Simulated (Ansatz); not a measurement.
Pulling the pair apart

The pair of Ag⁺ (SMILES [Ag+], atom 1) and SiH3F (SMILES [SiH3]F, atoms 2–6), both closed shells, in one local arrangement (a lower one may exist), relaxed at PBE0-D4/def2-TZVP:

Ag1  (0.154, 0.415, -3.157)
Si2  (-0.036, -0.098, 0.743)
F3  (0.044, 0.121, -0.912)
H4  (0.489, 1.158, 1.307)
H5  (0.815, -1.273, 1.002)
H6  (-1.467, -0.324, 1.017)
(Å)

SiH3F is shifted rigidly along the line between the mean atom positions of the two fragments (negative: closer). Counterpoise interaction energies in kcal/mol. Ansatz 0.2.0; basis: def2-TZVPPD; cores frozen in the correlated methods. Filled d shells of the heavier atoms are correlated. Core potentials replace the inner electrons of the atoms past krypton.

```csv
shift (Å),r2SCAN-D4,HF,PBE-D4
-0.23,-22.78,-12.93,-20.97
-0.11,-25.00,-17.13,-23.50
0.00,-25.15,-18.85,-23.98
0.11,-24.19,-19.17,-23.33
0.27,-21.97,-18.42,-21.44
0.57,-17.43,-15.79,-17.27
1.13,-11.07,-11.18,-11.13
2.27,-5.66,-6.30,-5.61
```

At the largest shift the D4 term itself is slightly repulsive (PBE-D4 +0.4 meV): a quirk of that model, not of the functional.

Question: What does CCSD(T) give at these shifts? (An estimate is asked for; the value comes from the calculation.)

Answer: The calculation gives: -17.47, -20.51, -21.36, -21.01, -19.54, -16.08, -10.82, -5.84 kcal/mol. For zero shift, CCSD(T) at an estimated basis limit (MP2 extrapolated from triple and quadruple zeta, plus CCSD(T) − MP2 in triple zeta) gives -23.29 kcal/mol. These are counterpoise interaction energies, counted from the two frozen fragments.

T1 diagnostic: at most 0.011.

For scale, one of the runs: CCSD(T)/def2-TZVPPD, 195 basis functions, launched by `ansatz run in.yaml --threads 4 --pin off --events-out ev --progress --plain --max-ram 9574MiB`. The run took 49 s on 4 CPU threads of an Intel Xeon Platinum 8259CL (shared host), with 2.6 GiB of host memory at its peak.
